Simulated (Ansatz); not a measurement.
A structure relaxed at PBE0-D4/def2-TZVP, charge 0, multiplicity 1:

Cartesian coordinates in Å:
```
N -0.149 -0.845 0.892
Si 0.268 0.281 -0.302
O -1.043 0.799 -1.111
Cl 1.232 1.794 0.678
Br 1.598 -0.472 -1.895
H 0.462 -0.975 1.682
H -0.601 -1.706 0.626
H -1.767 1.124 -0.570
```

Problem. Give its formula and SMILES.

Solution. BrClH3NOSi, `N[Si](O)(Cl)Br`.

Problem. Summarise the bond lengths by kind.

Solution. 1 × N–Si 1.693 Å; 2 × H–N 1.007 to 1.008 Å; 1 × O–Si 1.625 Å; 1 × Cl–Si 2.043 Å; 1 × Br–Si 2.208 Å; 1 × H–O 0.960 Å.

Program: Ansatz 0.2.0.
